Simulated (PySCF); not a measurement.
Al(Cl)2(GeH3) (AlCl₂GeH₃), SMILES [Cl][Al]([GeH3])[Cl]. Atoms are numbered in the order given.

```xyz
7

Al     0.3880    -0.3315     0.3288
Cl     2.3831    -0.6443    -0.2464
Cl    -0.2307    -1.2719     2.1019
Ge    -1.1595     1.0290    -0.9983
H     -2.0175     1.9214    -0.0831
H     -0.4013     1.9213    -1.9962
H     -2.1116     0.1145    -1.7933
```

Geometry: PBE0-D3(BJ)/def2-SVP. The structure was generated by enumeration; whether it is a known compound was not checked.

Two levels are set side by side: PBE/pcSseg-1 (PySCF) and PBE0/pcSseg-1 (PySCF). GIAO shifts against GeH4 (⁷³Ge), HCl (³⁵Cl), TMS (¹H) at the same level; non-relativistic, no solvent, atoms listed together averaged. Without spin–orbit terms, shifts of atoms bonded to Cl or Br come out too high at both levels. Differences are taken from unrounded values.

```csv
quantity,PBE0
δ(⁷³Ge) of Ge4 (ppm),-70.0
"δ(¹H) of H5, H6, H7 (ppm)",3.60
```

**Question.** What does PBE give, and how far is it from PBE0? (Estimate from the structure and the level; the computed values follow.)

**Answer.** 
```csv
quantity,PBE,PBE minus PBE0
δ(⁷³Ge) of Ge4 (ppm),-66.7,3.4
"δ(¹H) of H5, H6, H7 (ppm)",3.63,0.03
```

Rough cost on one machine, each run with all the roots and properties that it gave: PBE0 against PBE within a factor of 2.
